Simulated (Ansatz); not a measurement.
Calculated with Ansatz (gas phase, PBE0-D4/def2-TZVP geometries, no zero-point term in ΔE). CCSD(T)/CBS is the MP2 limit (def2-TZVPP, def2-QZVPP) plus CCSD(T) − MP2 in def2-TZVPP, frozen cores. This one scheme is used for every species, atoms too. DFT in def2-TZVPP. B3LYP here is the variant with VWN-RPA as its local correlation; programs differ in this. Open shells (•) are unrestricted, without spin–orbit coupling. Spin–orbit coupling would lower the free atoms: a little for B, C. One conformer a species, not always the lowest.

Reaction (atomization): `BC(=C)CC` → B• + 4 C• + 9 H•

| level | ΔE (kcal/mol) | difference from CCSD(T)/CBS |
| --- | --- | --- |
| r2SCAN-D4 | 1335.0 | 8.0 |
| PBE0-D4 | 1340.4 | 13.4 |
| B3LYP-D4 | 1334.9 | 7.9 |
| B2PLYP | 1320.9 | -6.1 |
| PBE | 1349.1 | 22.1 |
| PBE0 | 1335.4 | 8.4 |
| B3LYP | 1325.3 | -1.7 |
| HF/def2-QZVPP | 1022.3 | -304.7 |
| MP2/def2-QZVPP | 1330.7 | 3.7 |
| CCSD/CBS(def2) | 1311.0 | -16.0 |
| CCSD(T)/CBS | 1327.0 | 0 |

Largest T1 diagnostic among the species: 0.014.

The D4 term adds +9.6 kcal/mol with B3LYP and +5.1 kcal/mol with PBE0; it sums over pairs of atoms, weighted by their polarisabilities, and B3LYP, whose exchange is more repulsive, gets the larger term. In def2-TZVPP, CCSD(T) changes the Hartree–Fock value by +279.2 kcal/mol (the triples alone add +15.9 kcal/mol) and MP2 by +293.9 kcal/mol; breaking electron pairs costs correlation energy, which Hartree–Fock lacks. From PBE to PBE0 (25 % exact exchange), in def2-TZVPP and without D4, ΔE moves by −13.7 kcal/mol: exact exchange takes away binding that semilocal exchange gives to molecules.

For atomizations the MP2-based limit and the directly extrapolated one differ by several kJ/mol either way, and by 10 to 25 for some Ge, Se and Sn compounds, so smaller differences from it don't rank the levels.
